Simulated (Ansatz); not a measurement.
`[Cl][GeH]([Cl])[Cl]` → `[Cl][Ge][Cl]` + HCl  (germylene formation by 1,1-elimination)

Computed with Ansatz on PBE0-D4/def2-TZVP structures; ΔE is electronic, products minus reactants. CBS: MP2 limit from def2 TZ/QZ plus the TZ coupled-cluster correction, frozen cores. This one scheme is used for every species. Functionals use def2-TZVPP. For Ge outer-core shells are correlated without core-valence functions, which leaves a few kJ/mol of doubt a bond. Scalar relativity is left out up to krypton.

`[Cl][GeH]([Cl])[Cl]`:

Cartesian coordinates in Å:
```
Cl -1.664 0.653 -1.065
Ge 0.041 0.108 0.081
Cl -0.463 -1.575 1.280
Cl 1.597 -0.458 -1.253
H 0.488 1.272 0.958
```

`[Cl][Ge][Cl]`:

```xyz
3

Cl    1.679   -0.022   -0.437
Ge   -0.095    0.711    0.600
Cl   -1.585   -0.688   -0.163
```

HCl:

```xyz
2

Cl   -0.472    0.197   -0.383
H     0.472   -0.197    0.383
```

```json
{"level": "PBE0-D4", "ΔE (kJ/mol)": "118.6"}
{"level": "LC-ωPBE", "ΔE (kJ/mol)": "133.5"}
```

(1) What does CCSD(T)/CBS give? (An estimate is asked.)

Largest T1 diagnostic among the species: 0.013.

## Answers

(1) Ansatz gave: +110.7 kJ/mol. The listed levels differ from it by 7.9, 22.8 kJ/mol.

In def2-TZVPP, CCSD(T) changes the Hartree–Fock value by +5.9 kJ/mol (the triples alone add +0.4 kJ/mol) and MP2 by +19.3 kJ/mol. Leaving LDA and LC-ωPBE aside and taking each functional with its dispersion term where it has one, the values, not all of them listed here, spread over 67.3 kJ/mol, from BLYP-D4 to PBE-QIDH. LDA lies +33.9 kJ/mol from PBE without D4.
